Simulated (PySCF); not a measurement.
Ga(Br)(OH)(NH2) (BrGaH₃NO), SMILES [Ga]([Br])([OH])[NH2]. Atoms are numbered in the order given.

```xyz
7

Ga    -0.7248     0.1343     0.2096
Br     1.4523    -0.2821    -0.4195
O     -1.3692    -0.5711     1.7148
H     -0.7298    -1.1104     2.1975
N     -1.7740     1.2136    -0.7791
H     -2.7620     1.3357    -0.5870
H     -1.4999     1.5605    -1.6905
```
Charge 0, spin multiplicity 1.

The structure is a stationary point at B3LYP-D3(BJ)/def2-SVP. The structure was generated by enumeration; whether it is a known compound was not checked. The values are those of a single conformer.

Level of theory: PBE/def2-TZVP run with PySCF.

ESP charges are fitted to the potential on shells at 1.4 to 2.0 van der Waals radii. Atomic charges (e):

```json
[
 {"atom": "Ga1", "Löwdin": "___", "ESP fit": "0.65", "IAO": "0.85"},
 {"atom": "Br2", "Löwdin": "0.16", "ESP fit": "-0.24", "IAO": "-0.25"},
 {"atom": "O3", "Löwdin": "-0.17", "ESP fit": "-0.56", "IAO": "-0.73"},
 {"atom": "H4", "Löwdin": "0.17", "ESP fit": "0.32", "IAO": "0.36"},
 {"atom": "N5", "Löwdin": "___", "ESP fit": "-0.90", "IAO": "-0.79"},
 {"atom": "H6", "Löwdin": "___", "ESP fit": "0.39", "IAO": "0.28"},
 {"atom": "H7", "Löwdin": "___", "ESP fit": "0.34", "IAO": "0.28"}
]
```

Question: Fill in the missing entries. (The exact figures need the calculation; the answer reports its results.)

Answer: 
- Ga1, Löwdin: -0.21
- N5, Löwdin: -0.28
- H6, Löwdin: 0.16
- H7, Löwdin: 0.16
